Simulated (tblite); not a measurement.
C5H9GeNSe.
Bonds: C1–Ge2, Ge2–C3, C3–C4 (aromatic), C4–Se5 (aromatic), Se5–C6 (aromatic), C6–C7, C6–N8 (aromatic), C3–N8 (aromatic). Hydrogens: H9, H10, H11 on C1; H12, H13 on Ge2; H14 on C4; H15, H16, H17 on C7.

Computed with GFN2-xTB (tblite), gas phase: L-BFGS steps from a force-field or distance-geometry start until the largest atomic force falls under 0.01 eV/Å.

Geometry at step 5:
```
atom  x, y, z in Å
C1     -2.8759    0.8696    0.3149
Ge2    -1.7787    0.0300   -1.0811
C3     -0.1404   -0.5656   -0.2172
C4     -0.0659   -1.6683    0.5719
Se5     1.6569   -1.8993    1.2416
C6      2.0139   -0.2574    0.2529
C7      3.3103    0.4864    0.1699
N8      0.9761    0.1772   -0.3549
H9     -2.9684    1.9309    0.1148
H10    -2.3998    0.7516    1.2826
H11    -3.8735    0.4562    0.3840
H12    -2.4714   -1.1570   -1.6872
H13    -1.4940    1.0275   -2.1530
H14    -0.9085   -2.3191    0.7598
H15     3.1582    1.4419   -0.3307
H16     4.0843   -0.0105   -0.4064
H17     3.7697    0.7178    1.1281
```

Task: What forces act on the atoms?

Result: 
| atom | Fx (eV/Å) | Fy (eV/Å) | Fz (eV/Å) |
| --- | --- | --- | --- |
| C1 | -0.069 | 0.085 | 0.084 |
| Ge2 | -0.018 | 0.043 | 0.066 |
| C3 | -0.286 | -0.111 | -0.086 |
| C4 | 0.034 | 0.036 | -0.107 |
| Se5 | 0.147 | 0.345 | -0.119 |
| C6 | 0.191 | 0.228 | -0.052 |
| C7 | 0.205 | 0.202 | 0.040 |
| N8 | 0.228 | -0.019 | -0.016 |
| H9 | -0.029 | 0.112 | 0.036 |
| H10 | 0.026 | 0.006 | 0.077 |
| H11 | -0.121 | -0.075 | -0.044 |
| H12 | -0.002 | -0.017 | -0.029 |
| H13 | 0.111 | -0.039 | -0.106 |
| H14 | 0.303 | -0.046 | 0.087 |
| H15 | -0.348 | -0.029 | -0.016 |
| H16 | -0.112 | -0.498 | -0.115 |
| H17 | -0.261 | -0.223 | 0.300 |

The largest, 0.52 eV/Å, acts on H16; the rms over all components is 0.160 eV/Å. The forces sum to zero within rounding, as they must for an isolated molecule in no field.

Task: Give the force on H16 in Eh/bohr and in nN.

Result: 0.523 eV/Å ÷ 51.422 = 0.01018 Eh/bohr, and 0.523 eV/Å × 1.602 = 0.84 nN.

Task: How far is this geometry from the end of the optimisation?

Result: 0.178 eV above it, and 0.494 Å rms away after alignment. The bonds farthest from their final lengths, with half the difference of the two atoms' forces along the bond (positive lengthens):

```json
{"bond": "Se5–C6", "now (Å)": "1.950", "final (Å)": "1.919", "force along bond (eV/Å)": "-0.06"}
{"bond": "C6–C7", "now (Å)": "1.497", "final (Å)": "1.484", "force along bond (eV/Å)": "0.00"}
{"bond": "C3–N8", "now (Å)": "1.348", "final (Å)": "1.360", "force along bond (eV/Å)": "+0.23"}
{"bond": "Ge2–H13", "now (Å)": "1.492", "final (Å)": "1.498", "force along bond (eV/Å)": "+0.05"}
{"bond": "C4–H14", "now (Å)": "1.081", "final (Å)": "1.075", "force along bond (eV/Å)": "-0.06"}
{"bond": "C1–H11", "now (Å)": "1.082", "final (Å)": "1.087", "force along bond (eV/Å)": "+0.05"}
```

The angle farthest from its final value is Ge2–C3–C4, 123.6° against 129.1°.

Of the 3 listed bonds off by 0.010 Å or more, this force points towards the final length in 2.

The cost below is that of the whole relaxation. The run took 1.3 s wall on an Intel Xeon at 2.70 GHz with one thread, no GPU (shared host).
